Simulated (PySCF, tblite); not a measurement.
Compound: C₂H₁₃O₂PSi₃.
Numbering: `[CH3:1][SiH2:2][O:3][Si@@:4]([CH3:5])([PH2:6])[O:7][SiH3:8]` (hydrogens: H9, H10, H11 on C1; H12, H13 on Si2; H14, H15, H16 on C5; H17, H18 on P6; H19, H20, H21 on Si8)

Geometry (GFN2-xTB, Å), atoms numbered from 1 in this order:
```xyz
21
C2H13O2PSi3 angstrom
C      2.5098    0.9961    0.7370
Si     1.8303    0.9116   -1.0297
O      0.6177   -0.1755   -1.1089
Si    -0.6450   -0.8271   -0.3272
C     -1.5258   -1.9730   -1.5553
P      0.1134   -1.6899    1.6002
O     -1.6974    0.3388    0.0867
Si    -1.9220    1.8774    0.5457
H      1.7739    1.4209    1.4162
H      2.7491    0.0014    1.1083
H      3.4093    1.6008    0.8013
H      2.7909    0.3562   -1.9845
H      1.2871    2.2030   -1.4582
H     -2.4245   -2.3921   -1.1153
H     -0.8814   -2.7939   -1.8515
H     -1.8125   -1.4313   -2.4505
H      0.8097   -2.7265    0.9995
H     -0.9922   -2.4901    1.8295
H     -1.2020    2.1072    1.7996
H     -3.3718    1.9436    0.7050
H     -1.4254    2.7594   -0.5100
```

Jobs on this species (21 atoms, 98 electrons) with PySCF (density fitting) and tblite. Hardware of each: Arm Neoverse V2, one thread (shared host). Times come from a shared host and carry two figures at best.

Question: Rank these jobs by wall time, shortest first.
A. GFN2-xTB; L-BFGS relaxation
B. GFN2-xTB; Hessian by finite differences
C. PBE0/pcSseg-1; shieldings, charges and field gradients; 229 basis functions

Answer: B (1.1 s), A (2.7 s), C (51 s).

All jobs:

| level and settings | work | basis functions | SCF cycles | wall time |
| --- | --- | --- | --- | --- |
| GFN2-xTB | Hessian by finite differences | – | – | 1.1 s |
| GFN2-xTB | L-BFGS relaxation | – | – | 2.7 s |
| PBE0/pcSseg-1 | shieldings, charges and field gradients | 229 | 13 | 51 s |

Q: What do all jobs in the table cost together?

A: About 55 s; the longest takes about 93 % of that, and about 46 times as long as the shortest.
